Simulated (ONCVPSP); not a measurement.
Ranking ONCV potentials for Pt (Z = 78)

All share these settings but for the change named:

- Element: Pt (Z = 78)
- Generator: ONCVPSP 4.0.1
- Type: optimised norm-conserving Vanderbilt (ONCV)
- Functional: PW91
- Relativity: scalar-relativistic
- Frozen core: [Kr] 4d10 4f14
- Valence charge: 18
- Reference configuration: 5s2 5p6 5d9 6s1
- Partial waves: 5s+6s: rc 1.75 bohr, ncon 4, nbas 7, qcut 8.6 1/bohr, 2 projectors; 5p: rc 1.90 bohr, ncon 4, nbas 9, qcut 6.1 1/bohr, 2 projectors, debl 3.9 Ha; 5d: rc 1.95 bohr, ncon 3, nbas 8, qcut 7.6 1/bohr, 1 projector
- Local potential: polynomial inside 1.55 bohr (lpopt 5, dvloc0 1 Ha)
- Core correction: polynomial model core, fcfact 0.5

Test errors are all-electron minus pseudo excitation energies from the reference, over 5s2 5p6 5d9 6s0; 5s2 5p6 5d8 6s0; 5s2 5p6 5d7 6s0; 5s1 5p6 5d9 6s1. None of these files shows a bound ghost.

The base gives 525.2 meV.

Of 7 variants that were run, those that failed, showed a ghost or another fault, or gave nearly equal values are left out.

Rank these variants by their largest absolute test error, smallest first.
A. all radii but the core radius scaled by about 1.14 (s 2.00, p 2.18, d 2.22 bohr); local potential polynomial inside 1.78 bohr (lpopt 5, dvloc0 1 Ha)
B. all radii but the core radius scaled by about 0.95 (s 1.66, p 1.80, d 1.84 bohr); local potential polynomial inside 1.48 bohr (lpopt 5, dvloc0 1 Ha)
C. all radii but the core radius scaled by about 1.33 (s 2.32, p 2.52, d 2.58 bohr); local potential polynomial inside 2.06 bohr (lpopt 5, dvloc0 1 Ha)
D. all radii but the core radius scaled by about 0.86 (s 1.50, p 1.64, d 1.68 bohr); local potential polynomial inside 1.34 bohr (lpopt 5, dvloc0 1 Ha)
E. all radii but the core radius scaled by about 1.10 (s 1.92, p 2.10, d 2.14 bohr); local potential polynomial inside 1.70 bohr (lpopt 5, dvloc0 1 Ha)

D (277.6 meV), B (408.2 meV), E (683.0 meV), A (808.2 meV), C (1156.5 meV).
